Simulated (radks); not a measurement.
The numbers below are computed, except where a source is named.
Problem. The gold ion Au3+, 76 electrons, occupied as [Xe] 4f14 5d7.75 6p0.25 (fractional occupations, a model configuration). Code: a radial shooting solver on a logarithmic mesh with Libxc functionals. Model: scalar-relativistic Kohn-Sham, r2SCAN, spin-polarised, spherical densities, finite nucleus; open shells are filled with parallel spins first (spin-orbit coupling, left out, can overturn this in heavy ions); meta-GGA in the generalised Kohn-Sham scheme; Fermi nuclear charge, rms radius 5.4371 fm. Some entries of the table are withheld. Estimate them.

orbital,occ.,eigenvalue (hartree),r(max) (bohr),<r^2> (bohr^2)
1s down,1,-2972.349,0.01042,0.0003934
1s up,1,-2972.349,0.01042,0.0003934
2s up,1,-526.6566,0.06016,0.005995
2s down,1,-526.6463,0.06015,0.005995
2p up,3,-455.4717,0.04981,0.005048
2p down,3,-455.4635,0.04981,0.005048
3s up,1,-125.7824,0.1695,0.03860
3s down,1,-125.7809,0.1695,0.03859
3p up,3,-105.0429,0.1689,0.03970
3p down,3,-105.0405,0.1689,0.03970
3d up,5,-82.82540,0.1378,0.03294
3d down,5,-82.81902,0.1378,0.03294
4s up,1,-28.64063,0.3827,0.1868
4s down,1,-28.63205,0.3827,0.1869
4p up,3,-21.80967,0.4026,0.2132
4p down,3,-21.80226,0.4026,0.2132
4d up,5,-13.56115,0.4103,0.2426
4d down,5,-13.55226,0.4104,0.2425
5s up,1,-5.47765,0.8495,0.9659
5s down,1,-5.42053,0.8473,0.9592
4f up,7,-4.42216,0.3766,0.3014
4f down,7,-4.40935,0.3766,0.2998
5p up,3,-3.66140,0.9519,1.276
5p down,3,-3.59103,0.9487,1.267
5d up,5,-1.57903,1.180,2.312
5d down,2.75,-1.49834,1.175,2.329
6s up,0,-1.25201,(1),5.654
6s down,0,-1.18960,(2),5.823
6p up,0.25,-0.87618,2.494,8.592
6p down,0,-0.83182,2.531,8.875
5f up,0,-0.36687,3.539,19.36

Solution. 
(1) 6s up r(max) (bohr): 2.033
(2) 6s down r(max) (bohr): 2.052
